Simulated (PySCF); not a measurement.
The vertical singlet excitations below were computed for one of the candidates. The calculation used TDDFT CAM-B3LYP/def2-SVPD, vertical, gas phase, core orbitals frozen in the response in PySCF 2.14.0, density-fitted response routines. Geometries: GFN2-xTB, one conformer each.

```csv
state,E (eV),f,"main configurations (H = HOMO, L = LUMO)"
S1,3.40,0.0028,H→L (91%)
S2,3.62,0.0005,H→L+1 (95%)
S3,4.15,0.0022,H-2→L (89%)
S4,4.31,0.0039,H-2→L+1 (91%)
S5,4.94,0.334,H-1→L (88%)
S6,4.99,0.051,"H-1→L+1 (78%), H-3→L (10%)"
S7,5.29,0.0017,"H-4→L (58%), H-4→L+1 (33%)"
S8,5.79,0.299,"H-3→L (78%), H-1→L+1 (9%)"
```

Triplets computed (Tamm–Dancoff): 2.58, 3.15, 3.16 eV.

Orbital energies (eV): HOMO-3 -10.13, HOMO-2 -9.42, HOMO-1 -9.02, HOMO -8.55, LUMO -1.55, LUMO+1 -1.10, LUMO+2 1.07.

Question: Which candidate is it?
A. `C=CP(NC)C(F)(F)F`
B. `C=Cc1nncc(C#N)n1`
C. `C#Cc1nnncc1C=C`

Answer: C. Its S1 lies at 3.40 eV; the nearest of the others has S1 at 2.89 eV. S1 is HOMO→LUMO (91%). Löwdin shares by element: HOMO nitrogen 85%, carbon 5% or more; LUMO carbon 42% or more, nitrogen 14% or more (atoms not listed hold the other 44%). At the same level the other candidates give, for their lowest levels:
- `C=Cc1nncc(C#N)n1`: 2.89 eV (f 0.003); 3.60 eV (f 0.000); 4.52 eV (f 0.063); 5.31 eV (f 0.000); 5.36 eV (f 0.448); T1 2.22 eV; HOMO -8.94, LUMO -2.07 eV
- `C=CP(NC)C(F)(F)F`: 6.01 eV (f 0.076); 6.33 eV (f 0.164); 6.52 eV (f 0.041); 6.84 eV (f 0.026); 7.03 eV (f 0.013); T1 4.18 eV; HOMO -8.50, LUMO 0.52 eV

Shape of the structure used: `[CH:1]#[C:2][c:3]1[n:4][n:5][n:6][cH:7][c:8]1[CH:9]=[CH2:10]`: C7–C8–C9–C10 -17°.
